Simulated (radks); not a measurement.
Q: Sm IV, 59 electrons, occupied as [Xe] 4f5. All-electron calculation, scalar-relativistic Kohn-Sham, PBE, spin-unpolarised, spherical densities, point nucleus. Program: a radial shooting solver on a logarithmic mesh with Libxc functionals. Some entries of the table are withheld. Estimate them.

orbital  occ.  eigenvalue (hartree)  r(max) (bohr)
1s          2             -1716.602        0.01449
2s          2             -281.4755        0.08214
2p          6                   (1)        0.06635
3s          2             -62.59634         0.2336
3p          6             -53.13135         0.2290
3d         10             -40.32293         0.1877
4s          2             -13.36615         0.5391
4p          6             -10.25102            (2)
4d         10              -5.88019         0.5864
5s          2              -2.61221          1.246
5p          6              -1.83740          1.403
4f          5              -1.19144         0.6048

A: 
(1) 2p eigenvalue (hartree): -251.1920
(2) 4p r(max) (bohr): 0.5625
